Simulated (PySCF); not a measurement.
**How methods differ on the electron affinity of Te**

Te⁻ [Kr] 4d10 5s2 5p5 (2P) → Te [Kr] 4d10 5s2 5p4 (3P), as a difference of total energies. Calculation: PySCF 2.14, in aug-cc-pwCVTZ-DK3 with one added diffuse shell each of s, p, d, f type (11s10p8d5f1g, 125 functions); scalar relativity by spin-free X2C-1e. Correlated levels: valence: [Kr] 4d10 frozen; valence and next inner shell: [Ar] 3d10 frozen. The calculations carry no spin-orbit coupling.

**Question.** Order these methods by the electron affinity they give, lowest first.
A. LDA
B. PBE
C. MP2 (valence and next inner shell)
D. PBE0

**Answer.** C (1.917 eV), D (2.029 eV), B (2.077 eV), A (2.325 eV).

A first-order spin-orbit estimate (lowest level to lowest level, LS coupling) adds -0.031 eV.

Errors of the correlated levels include the incompleteness of this basis and the frozen core.

In the anion the highest occupied orbital energy is positive at LDA, PBE, r2SCAN, PBEsol, a self-interaction effect; the basis confines that electron, and the energy difference can still be sensible.

For comparison: 1.971 eV (measured; photodetachment measurements, as compiled on the Wikipedia data page of electron affinities).
